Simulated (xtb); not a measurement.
Te(I)(Et) (C₂H₅ITe), SMILES C([Te]I)C. All values are semi-empirical tight-binding results from xtb (GFN2-xTB unless named), good for trends rather than for accurate numbers. The structure is a stationary point at GFN2-xTB. The values are those of a single conformer.

```yaml
orbital_gap: 3.01 eV
zero_point_energy: 41.0 kcal/mol
G − E(el) at 298.15 K (modified RRHO): 19.9 kcal/mol
static polarisability (D4 model): 97.2 bohr³
solvation energy, GFN2-xTB/ALPB(water): -2.1 kcal/mol
solvation energy, GFN2-xTB/ALPB(benzene): -6.1 kcal/mol
```
